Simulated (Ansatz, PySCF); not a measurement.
Reaction (SMILES): [Li][Cl] -> [Li][Cl] as doublet, charge +1 + e-
Structures are relaxed separately at B3LYP-D3(BJ)/def2-TZVP in Ansatz (a program for electronic structure). A spin state is the lowest found, not a proven ground state.

Property: adiabatic ionisation energy (0 K, with B3LYP-D3(BJ) harmonic zero-point energies from PySCF), in eV. Correlated levels leave the core frozen unless marked. UHF or UKS for open shells. No spin-orbit coupling. No relativistic terms. CBS marks a two-point X^-3 extrapolation of the correlation energy; Hartree-Fock from the larger set.

```
level                                      program  adiabatic ionisation energy (eV)
----------------------------------  --------------  --------------------------------
PBE-D4/def2-TZVPD                   Ansatz + dftd4                              9.76
revPBE-D3(BJ)/def2-TZVPD            Ansatz + dftd3                              9.66
revPBE/def2-TZVPD                           Ansatz                              9.66
r2SCAN/def2-TZVPD                           Ansatz                              9.70
r2SCAN-D3(BJ)/def2-TZVPD            Ansatz + dftd3                              9.70
r2SCAN-D4/def2-TZVPD                Ansatz + dftd4                              9.70
B3LYP/def2-TZVPD                            Ansatz                              9.79
BHLYP-D4/def2-TZVPD                 Ansatz + dftd4                              9.58
r2SCANh/def2-TZVPD                          Ansatz                              9.68
LC-wPBE-D3(BJ)/def2-TZVPD           Ansatz + dftd3                              9.73
LC-wPBE-D4/def2-TZVPD               Ansatz + dftd4                              9.73
LC-wPBE/def2-TZVPD                          Ansatz                              9.73
CCSD/6-31G                                  Ansatz                              8.94
CCSD/def2-SVP                               Ansatz                              8.87
CCSD/CBS(def2-TZVPP,def2-QZVPP)             Ansatz                              9.66
CCSD/CBS(def2-TZVPPD,def2-QZVPPD)           Ansatz                              9.65
CCSD(T)/def2-SVP                            Ansatz                              8.90
CCSD(T)/def2-SVPD                           Ansatz                              9.37
CCSD(T)/def2-TZVPP                          Ansatz                              9.47
CCSD(T)/CBS(def2-TZVPP,def2-QZVPP)          Ansatz                              9.76
```
